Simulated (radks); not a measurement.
Values are calculated unless marked as measured or tabulated.
Question: These are the eigenvalues of the occupied orbitals of an atom or ion with whole-number occupations (hartree). Code: a radial shooting solver on a logarithmic mesh with Libxc functionals. Model: scalar-relativistic Kohn-Sham, r2SCAN, spin-polarised, spherical densities, finite nucleus; meta-GGA in the generalised Kohn-Sham scheme; Fermi nuclear charge, rms radius of each element as measured or else 0.836 A^(1/3) + 0.57 fm.

orbital  eigenvalue
1s up     -2800.548
1s down   -2800.548
2s up     -491.1780
2s down   -491.1677
2p up     -426.7084
2p down   -426.7003
3s up     -115.5017
3s down   -115.5002
3p up     -96.56422
3p down   -96.56187
3d up     -75.66638
3d down   -75.66007
4s up     -25.10694
4s down   -25.09771
4p up     -18.86826
4p down   -18.86000
4d up     -11.16374
4d down   -11.15379
5s up      -4.00685
5s down    -3.94373
4f up      -2.61851
4f down    -2.60324
5p up      -2.40521
5p down    -2.32334
5d up      -0.61238
6s up      -0.54013
5d down    -0.50311

Which element is it, and in what charge state? The configuration may be excited. Open shells, if any, are filled with parallel spins first.

Answer: Z = 77, iridium, charge +1: Ir+ in [Xe] 4f14 5d7 6s1. The list shows which subshells hold electrons but not how many an open one holds; the 1s level, -2800.5 hartree, gives Z - s = 74.8 by -(Z - s)^2/2, which with screening and relativity narrows Z to a few neighbours, and the depths of the outer levels then fix element, charge and occupations together.
